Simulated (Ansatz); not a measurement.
`ClB(Cl)I`, 4 atoms. Total charge 0; spin multiplicity 1. Correlated methods include outer-core shells of I, which these sets cover unevenly. I: def2 effective core potential. All runs use 2 threads of a server CPU on a shared host. Correlated methods freeze the cores.

Problem. How many basis functions does each run have, and how long does it take in Ansatz? RKS ωB97M-V/def2-QZVPP energy; RKS ωB97M-V/def2-SVP energy; RKS PBE0-D4/def2-TZVP relaxation (4 steps); RKS PBE-QIDH (frozen core)/def2-TZVPP energy; RKS PBE0-D4/def2-TZVP frequencies; direct RPA on PBE orbitals/def2-TZVPP energy; RKS PBE0-D4/def2-QZVPP energy; RKS SPW92/def2-TZVPP energy; RHF-CCSD(T)/def2-SVP energy; RKS r2SCANh-D4/def2-TZVPP energy; RHF-CCSD(T)/def2-TZVPP energy; RHF-MP2/def2-QZVPP energy. (Best estimate.)

Solution. Computed: Other jobs shared the machine, so times are rough.

```tsv
level	job	functions	wall time	peak host memory (GiB)
RKS SPW92/def2-TZVPP	energy	165	1 s	0.21
RHF-CCSD(T)/def2-SVP	energy	76	5.5 s	0.22
RKS r2SCANh-D4/def2-TZVPP	energy	165	9.5 s	0.44
RKS PBE0-D4/def2-TZVP	relaxation (4 steps)	155	16 s	0.4
RKS PBE-QIDH (frozen core)/def2-TZVPP	energy	165	32 s	0.38
RHF-MP2/def2-QZVPP	energy	279	35 s	0.87
RKS ωB97M-V/def2-SVP	energy	76	36 s	0.24
RKS PBE0-D4/def2-QZVPP	energy	279	43 s	0.81
direct RPA on PBE orbitals/def2-TZVPP	energy	165	74 s	0.32
RKS ωB97M-V/def2-QZVPP	energy	279	85 s	0.95
RHF-CCSD(T)/def2-TZVPP	energy	165	2.8 min	1.4
RKS PBE0-D4/def2-TZVP	frequencies	155	3.8 min	0.41
```
